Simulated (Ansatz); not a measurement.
Relaxation of CH5FGeN2 (10 atoms, charge 0, multiplicity 1), to a largest force component of 0.015 eV/Å in at most 40 steps.

All numbers below come from RKS PBE/def2-mTZVP (Ansatz).

```xyz
10
Properties=species:S:1:pos:R:3
N 0.016 -0.804 1.450
C -0.712 -1.170 0.244
N -0.663 -0.498 -0.881
Ge 0.421 1.087 -1.128
F 0.158 1.611 -2.801
H 0.562 0.112 1.485
H -0.105 -1.334 2.306
H -1.270 -2.050 0.262
H -0.172 2.189 -0.118
H 1.849 0.807 -0.816
```

Task: Where does it end, and by what steps?

Result: It converged. The force dipped under the threshold on the way, but the program's further checks kept it going. After 23 steps the energy has fallen by 0.573 eV; H10 moved furthest, 0.95 Å.

```
step  energy less start (eV)  largest force component (eV/Å)  accepted
   0                  0.0000                           4.311       yes
   1                 -0.4480                           1.384       yes
   2                 -0.4762                           1.554       yes
   3                 -0.4400                           0.847        no
   4                 -0.5407                           0.408       yes
   5                 -0.5496                           0.294       yes
   6                 -0.5536                           0.054       yes
   7                 -0.5539                           0.028       yes
   8                 -0.5544                           0.031       yes
   9                 -0.5550                           0.076       yes
  10                 -0.5559                           0.171       yes
  11                 -0.5571                           0.205       yes
  12                 -0.5591                           0.268       yes
  13                 -0.5617                           0.241       yes
  14                 -0.5660                           0.148       yes
  15                 -0.5670                           0.226       yes
  16                 -0.5703                           0.067       yes
  17                 -0.5717                           0.045       yes
  18                 -0.5723                           0.048       yes
  19                 -0.5725                           0.070       yes
  20                 -0.5729                           0.059       yes
  21                 -0.5731                           0.025       yes
  22                 -0.5732                           0.009       yes
  23                 -0.5733                           0.005       yes
```

```xyz
10
Properties=species:S:1:pos:R:3
N -0.250 -0.745 1.538
C -0.430 -1.201 0.255
N -0.120 -0.664 -0.868
Ge 0.559 1.026 -1.126
F -0.484 1.752 -2.356
H -0.020 0.234 1.698
H -0.744 -1.211 2.295
H -0.874 -2.213 0.242
H 0.474 2.027 0.073
H 1.971 0.945 -1.748
```

Whether the end is a true minimum wasn't checked by a vibrational analysis.

The run took 64 s on 2 threads of Arm Neoverse V2, with other jobs on the host, peak memory 0.17 GiB.
